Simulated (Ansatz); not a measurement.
`C[Se][AlH2]` + `[OH][AlH2]` → `[AlH2][O][AlH2]` + `C[SeH]` at 400 K and 1 bar (ligand exchange at the Al–Se bond).

Computed with Ansatz on PBE0-D4/def2-TZVP structures; ΔE is electronic, products minus reactants. CCSD(T)/CBS is the MP2 limit (def2-TZVPP, def2-QZVPP) plus CCSD(T) − MP2 in def2-TZVPP, frozen cores. This one scheme is used for every species. For Se outer-core shells are correlated without core-valence functions, which leaves a few kJ/mol of doubt a bond. Scalar relativity is left out up to krypton.

```json
{"species": "`C[Se][AlH2]`", "CCSD(T)/CBS energy (Eh)": "-2683.80327", "H − E (kJ/mol)": "162.9", "S (J/(mol·K))": "351.7"}
{"species": "`[OH][AlH2]`", "CCSD(T)/CBS energy (Eh)": "-319.03157", "H − E (kJ/mol)": "88.7", "S (J/(mol·K))": "271.1"}
{"species": "`[AlH2][O][AlH2]`", "CCSD(T)/CBS energy (Eh)": "-561.69291", "H − E (kJ/mol)": "109.6", "S (J/(mol·K))": "335.0"}
{"species": "`C[SeH]`", "CCSD(T)/CBS energy (Eh)": "-2441.15625", "H − E (kJ/mol)": "135.4", "S (J/(mol·K))": "284.5"}
```

H − E and S are ideal-gas, rigid-rotor, harmonic terms from PBE0-D4/def2-TZVP. 1 Eh = 2625.50 kJ/mol, R = 8.31446 J/(mol·K).

Q: By hand: ΔE, ΔH, ΔS and ΔG.

A: ΔE = (-561.69291) + (-2441.15625) − (-2683.80327) − (-319.03157) = -0.01432 Eh = -37.6 kJ/mol. Δ(H − E) = 109.6 + 135.4 − 162.9 − 88.7 = -6.6, so ΔH = -44.2 kJ/mol. ΔS = 335.0 + 284.5 − 351.7 − 271.1 = -3.3 J/(mol·K). ΔG = -44.2 − 400 × (-3.3)/1000 = -42.9 kJ/mol.

Q: By hand: the equilibrium constant, and the temperature at which ΔG would vanish if ΔH and ΔS stayed fixed.

A: log₁₀ K = −ΔG/(RT ln 10) = 5.6. ΔG = 0 at ΔH/ΔS = 13394 K, far beyond where these terms or the molecules hold.

The number of gas molecules stays the same, so ΔS is small and ΔH decides. A doubt of 5 kJ/mol in ΔE shifts log₁₀ K by 0.7 here. These are equilibria of isolated gas molecules and say nothing of rates. Largest T1 diagnostic: 0.013 (customary marks: 0.02 for closed shells, 0.045 for open ones).
